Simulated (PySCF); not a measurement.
## From computed data to an observable: chemical shift, span and skew from a shielding tensor

ClFH8N2Si3, SMILES Cl[Si](F)(N[SiH3])N[SiH3]. Atoms are numbered in the order given.

```xyz
15

F      0.4429    -0.3995    -1.6951
Si     0.0575    -0.0658    -0.1560
Cl    -0.7071     1.8479    -0.1839
N     -1.1895    -1.0367     0.4771
Si    -2.8904    -0.6482     0.6878
N      1.5427    -0.2380     0.6619
Si     3.1398    -0.2918    -0.0669
H     -0.9255    -1.9912     0.7079
H     -3.5539    -1.9270     1.0798
H     -3.5013    -0.1354    -0.5718
H     -3.1018     0.3595     1.7678
H      1.5137    -0.2016     1.6762
H      4.1180    -0.1639     1.0533
H      3.3819    -1.5808    -0.7791
H      3.3334     0.8275    -1.0332
```
Charge 0, spin multiplicity 1.

Geometry optimised at PBE0-D3(BJ)/def2-SVP. Other conformers were not sampled.

GIAO shieldings from KT2/pcSseg-1 run with PySCF, non-relativistic, no solvent. The symmetric part of the tensor of Si5 has the principal values 367.8, 399.5, 475.4 ppm. The same nucleus in TMS has σ = 361.9 ppm at this level (PySCF, at its B3LYP-D3(BJ)/def2-TZVP geometry). Without spin–orbit terms, shifts of atoms bonded to Cl or Br come out too high.

**Question.** Work out the isotropic shielding, the ²⁹Si shift against TMS, the span and the skew.

**Answer.** 
σ(iso) = (σ11 + σ22 + σ33)/3 = 414.2 ppm. δ = σ(ref) − σ(iso) = 361.9 − (414.2) = -52.3 ppm.
Span Ω = σ33 − σ11 = 107.6 ppm. Skew κ = 3(σ(iso) − σ22)/Ω = 0.41. Tumbling in solution averages the tensor to δ; in a static solid the shielding alone would spread this spin-1/2 line over Ω.
